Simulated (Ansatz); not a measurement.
Computed with Ansatz on PBE0-D4/def2-TZVP structures; ΔE is electronic, products minus reactants. CBS: MP2 limit from def2 TZ/QZ plus the TZ coupled-cluster correction, frozen cores. This one scheme is used for every species. DFT in def2-TZVPP. B3LYP here is the variant with VWN-RPA as its local correlation; programs differ in this. One conformer a species, not always the lowest.

Reaction (cleavage of the Si–Al bond): `[OH][AlH][SiH2]O` + `OC=S` → `O[SiH2]OC=S` + `[OH][AlH2]`

```
             level  ΔE (kJ/mol)  difference from CCSD(T)/CBS
            PBE-D4        -88.7                         28.2
            B97M-V       -122.0                         -5.1
           ωB97X-V       -114.3                          2.6
          PBE-QIDH       -113.3                          3.6
             B3LYP       -113.0                          3.9
           LC-ωPBE       -107.3                          9.6
       HF/def2-SVP       -128.1                        -11.2
     CCSD/def2-SVP       -116.8                          0.1
   CCSD/def2-TZVPP       -120.4                         -3.5
SCS-MP2/def2-QZVPP       -128.5                        -11.6
       CCSD(T)/CBS       -116.9                            0
```

Largest T1 diagnostic among the species: 0.018.

From BLYP to BHLYP (50 % exact exchange), in def2-TZVPP and without D4, ΔE moves by −20.1 kJ/mol. Leaving LDA and LC-ωPBE aside and taking each functional with its dispersion term where it has one, the values, not all of them listed here, spread over 37.6 kJ/mol, from BHLYP-D4 to PBE-D4. LDA lies −8.6 kJ/mol from PBE without D4. In def2-TZVPP, CCSD(T) changes the Hartree–Fock value by +19.4 kJ/mol (the triples alone add +2.1 kJ/mol) and MP2 by +9.6 kJ/mol.
